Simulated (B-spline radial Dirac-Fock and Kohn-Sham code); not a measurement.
**Binding energies of Lu³⁺ in different valence configurations**

Level of theory: Dirac-Fock (average of configuration) total-energy differences with a finite nucleus, the Breit interaction including its frequency dependence, and self-energy and vacuum-polarisation corrections; a radial atomic solver. The model has no electron correlation.

Reference: the tabulated ground configuration [Xe] 4f14, with 1s 63346.2 eV, 2p1/2 10386.1 eV, 3d5/2 1625.9 eV, 4p1/2 454.3 eV, 4p3/2 400.3 eV, 4d3/2 244.5 eV, Kα1 54065.0 eV, Kβ1 61281.7 eV, Lα1 7655.3 eV, Lβ2 9046.5 eV.

Question: One of these configurations gives the following shifts from the reference, in eV: average energy +18.57, 1s +14.26, 2p1/2 +15.08, 3d5/2 +16.22, 4p1/2 +15.34, 4p3/2 +15.07, 4d3/2 +14.42, Kα1 -0.93, Kβ1 -2.14, Lα1 -1.02, Lβ2 +0.85. Which?
A. [Xe] 4f12 6s2
B. [Xe] 4f13 5d1
C. [Xe] 4f12 5d2
D. [Xe] 4f13 6s1
E. [Xe] 4f13 6p1

Answer: E. The others give [Xe] 4f13 6s1: 1s +12.89; [Xe] 4f12 6s2: 1s +26.92; [Xe] 4f12 5d2: 1s +18.98; [Xe] 4f13 5d1: 1s +9.20.

Values without a named source are computed, but for edge energies of neutral atoms, which are taken from tables.
